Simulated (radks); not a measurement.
Ce IV, 55 electrons, occupied as [Xe] 4f1. Calculated with a radial shooting solver on a logarithmic mesh with Libxc functionals: scalar-relativistic Kohn-Sham, exchange-only PBE, spin-polarised, spherical densities, finite nucleus; open shells are filled with parallel spins first (spin-orbit coupling, left out, can overturn this in heavy ions); Fermi nuclear charge, rms radius 4.8771 fm.

Local quantities along the radius. ELF = 1/(1 + alpha^2) is the electron localisation function; alpha = (tau - tau_W)/tau_unif compares the Pauli kinetic energy density with that of the uniform gas (summed over spins). tau is taken from the large components.

r (bohr),ELF,alpha
0.001145,0.999,0.02394
0.001515,0.999,0.02457
0.001989,0.999,0.02591
0.002632,0.999,0.02833
0.003482,0.999,0.03237
0.004607,0.998,0.03903
0.006047,0.998,0.04991
0.008001,0.995,0.06983
0.01059,0.988,0.1084
0.01401,0.965,0.1905
0.01839,0.879,0.3716
0.02433,0.621,0.7813
0.03219,0.354,1.350
0.04259,0.368,1.311
0.0559,0.603,0.8107
0.07397,0.747,0.5820
0.09787,0.624,0.7761
0.1295,0.347,1.373
0.17,0.465,1.073
0.2249,0.737,0.5970
0.2976,0.648,0.7372
0.3937,0.206,1.966
0.5209,0.551,0.9025
0.6838,0.754,0.5712
0.9047,0.459,1.086
1.197,0.303,1.518
1.584,0.706,0.6449
2.079,0.769,0.5478
2.751,0.440,1.129
3.64,0.046,4.551
4.816,0.001,42.21

On this mesh the ELF has minima near r = 0.037, 0.13, 0.39, 1.0 bohr, which separate the shells, and maxima near 0.074 (0.75), 0.26 (0.75), 0.68 (0.75), 1.8 (0.79).

Self-consistent cycle (total energy in hartree, residual of the potential): 1: -8850.332074, 9e+00; 2: -8854.377268, 5e+00; 3: -8855.633289, 5e-01; 4: -8855.635519, 2e-01; 5: -8855.641790, 5e-02; 6: -8855.643637, 3e-03; 7: -8855.643645, 4e-04; 8: -8855.643643, 2e-04; 9: -8855.643643, 7e-05; 10: -8855.643643, 4e-05; 11: -8855.643643, 4e-06; 12: -8855.643643, 8e-07; 13: -8855.643643, 2e-08; 14: -8855.643643, 1e-08.
